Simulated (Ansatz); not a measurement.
## What each rung costs, and what it gives

Saddle point of C₂H₇Ga, singlet (C₂H₇Ga ([CH3][GaH][CH3]) → CH₃Ga ([CH2][GaH]) + CH₄; bonds formed: C2–H4; bonds broken: Ga1–C2, C3–H4), PBE0-D4/def2-TZVP structure:

Ga1  (-1.245, 0.195, -0.059)
C2  (0.865, 0.919, 0.284)
C3  (-0.536, -1.515, -0.244)
H4  (0.452, -0.291, -0.304)
H5  (-2.066, 1.381, -0.636)
H6  (1.867, 0.533, 0.067)
H7  (0.767, 1.847, -0.282)
H8  (0.840, 1.129, 1.355)
H9  (0.058, -1.862, 0.603)
H10  (-1.003, -2.336, -0.785)
(Å)

Barriers are electronic and count from the start structure reached by relaxing down the imaginary mode.

Computed with Ansatz 0.2.0 (basis: as named in each row); correlated methods freeze the cores. Filled d shells of the heavier atoms are correlated. The def2 sets are not built for correlating such inner shells, so the correlated values are less sure here. B3LYP uses VWN-RPA correlation. Extrapolation: Hartree–Fock as exp(−7.88 √X), correlation as X^−2.97.

Times are rough, for one single point on 4 threads of a shared host (Arm Neoverse V2).

The estimate by CCSD(T) at an estimated basis limit (MP2 extrapolated from triple and quadruple zeta, plus CCSD(T) − MP2 in triple zeta) is 80.89 kcal/mol.

```
      method       basis  time (s)  barrier (kcal/mol)  method less estimate
          HF      STO-3G   under 1              135.16                 54.26
       SPW92    def2-SVP   under 1               67.86                -13.03
    B3LYP-D4       6-31G   under 1               85.15                  4.25
      PBE-D4    def2-SVP   under 1               72.14                 -8.76
      PBE-D4      STO-3G   under 1               76.42                 -4.47
     PBE0-D4    def2-SVP   under 1               79.80                 -1.09
       SPW92  def2-TZVPP         1               67.91                -12.98
     PBE0-D4  def2-TZVPP         2               79.28                 -1.61
CAM-B3LYP-D4  def2-TZVPP         2               84.10                  3.20
      PBE-D4  def2-TZVPP         2               72.26                 -8.63
     BLYP-D4  def2-TZVPP         3               74.51                 -6.38
     wB97M-V    def2-SVP         3               83.33                  2.44
    B3LYP-D4  def2-TZVPP         3               80.12                 -0.77
     CCSD(T)    def2-SVP         3               84.40                  3.51
    BHLYP-D4  def2-TZVPP         3               88.22                  7.32
   r2SCAN-D4  def2-TZVPP         3               76.80                 -4.10
    PBE-QIDH  def2-TZVPP         5               83.46                  2.57
     wB97X-V  def2-TZVPP         6               85.68                  4.78
  RPA on PBE  def2-TZVPP         6               80.38                 -0.51
  r2SCAN0-D4  def2-TZVPP         6               81.77                  0.88
     wB97M-V  def2-TZVPP         6               83.07                  2.18
      B2PLYP  def2-TZVPP         6               81.47                  0.58
      B97M-V  def2-TZVPP         7               79.40                 -1.49
         MP2  def2-QZVPP        17               80.58                 -0.32
     CCSD(T)  def2-TZVPP        66               81.83                  0.94
```

All methods are single points on the PBE0-D4 structures.

The T1 diagnostic stays at or below 0.016. The restricted Hartree–Fock reference is unstable towards an unrestricted one at one or more of these structures.

Labels in which every atom is bracketed show which atoms are joined, not bond orders.
